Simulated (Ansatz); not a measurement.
A run for Ansatz (a first-principles code): R-wB97X-V/def2-TZVPPD on H2 (SMILES [H][H]) with ghost functions. Files ending in .json are basis or fitting sets from the Basis Set Exchange.

Ansatz 0.2 input:
```yaml
crystal:
  periodic: [false, false, false]
  atoms:
    - {symbol: H, position_ang: [0.47026707, 0.19333344, 3.02195296]}
    - {symbol: H, position_ang: [-0.21461953, -0.09247748, 2.96600832]}
basis:
  gaussian:
    orbitals: def2-TZVPPD.json
    ghost_atoms:
      - {symbol: O, position_ang: [1.42888886, 0.60524587, 0.11109722]}
      - {symbol: C, position_ang: [0.38896886, 0.17318790, -0.14694875]}
      - {symbol: S, position_ang: [-1.01719678, -0.41113910, -0.49456255]}
hamiltonian:
  xc: {name: wB97X-V}
scf: {lower_state_search: off}
```

The head of its log:

```
WARN ansatz: RAYON_NUM_THREADS=1 ignored (pool sized by the plan → 1); use --threads N
Functional definition: wB97X-V
these checks for a lower state are left out or cut short: stability, starts, cluster_reference, orbital_swaps, neighbouring_geometries, increment
integrals: 0.08 GiB planned
771 factors; their error is unknown
integrals: 0.12 GiB planned
204 factors; integrals over basis functions are off by at most 4.9e-5 eV
mean field: 0.62 GiB planned
mean field evaluation 1: about -31.8952 eV, gradient 2.2e0 eV
mean field evaluation 2: about -31.9093 eV, gradient 3.9e-1 eV
```

Question: What total energy does the run end on?

Answer: -1.1726 hartree.
